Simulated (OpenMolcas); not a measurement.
Pd⁷⁺.

| Quantity | Value |
| --- | --- |
| Program | OpenMolcas |
| Basis | ANO-R2 [7s5p4d2f1g] |
| Scalar Hamiltonian | X2C, finite nucleus |
| Active space | 3 electrons in 10 orbitals (4d 5d) |
| State averaging | 2S+1 = 4 even, 10 roots; 2S+1 = 2 even, 40 roots |
| Spin-orbit coupling | RASSI with atomic mean-field integrals over the reference wave functions, term energies averaged over their components |

Two sets of levels on these reference wave functions, in cm⁻¹ above 4d³ ⁴F_3/2: one from CASSCF and one from MS-CASPT2, IPEA 0.25 Eh, imaginary shift 0.1 Eh (closed shells correlated: 4s 4p).

| Level | Set 1 | Set 2 |
| --- | --- | --- |
| 4d³ ⁴F_3/2 | 0.0 | 0.0 |
| 4d³ ⁴F_5/2 | 2380 | 2460 |
| 4d³ ⁴F_7/2 | 5180 | 5260 |
| 4d³ ⁴F_9/2 | 8130 | 8120 |
| 4d³ ⁴P_3/2 [72 %] | 19320 | 16250 |
| 4d³ ⁴P_1/2 | 19710 | 16740 |
| 4d³ ²G_7/2 | 22400 | 20160 |
| 4d³ ⁴P_5/2 | 23380 | 20430 |
| 4d³ ²G_9/2 [60 %] | 23540 | 21470 |
| 4d³ ²D_3/2(1) [52 %] | 27980 | 24520 |
| 4d³ ²P_1/2 | 29280 | 25830 |
| 4d³ ²H_11/2 | 31000 | 28960 |
| 4d³ ²H_9/2 [64 %] | 31180 | 29100 |
| 4d³ ²D_5/2(1) | 33920 | 30140 |
| 4d³ ²P_3/2 [55 %] | 35930 | 32360 |
| 4d³ ²F_7/2 | 46630 | 41210 |

Task: Which set is which?

Result: Set 2 is MS-CASPT2. Its levels of the other terms of 4d³ lie at 0.84 to 0.93 of the other set's values, as expected, since terms of lower spin or lower L gain more correlation energy than the Hund ground term.

CASPT2 breaks the degeneracy within a term, and the mean is taken; among the terms shown or strongly mixed into the levels shown the widest spread is 900 cm-1 (4d³ ⁴F, MS-CASPT2). Active for correlation alone: 5d; no level in the range computed is led by a configuration that fills it, so any true level of that kind is missing. Without dynamic correlation excited terms often stand tens of per cent too high (terms of higher spin than the ground term too low), and those without a measured partner can miss by more than the paired ones (holds for CASSCF). Only configurations of the active space appear. The table leaves out levels that lie high or whose names do not pair safely across all columns.

A share in square brackets marks a mixed level and gives the weight of the term that names it, the lowest over the columns. A number in round brackets counts repeated terms of one configuration in the order of the reference energies.
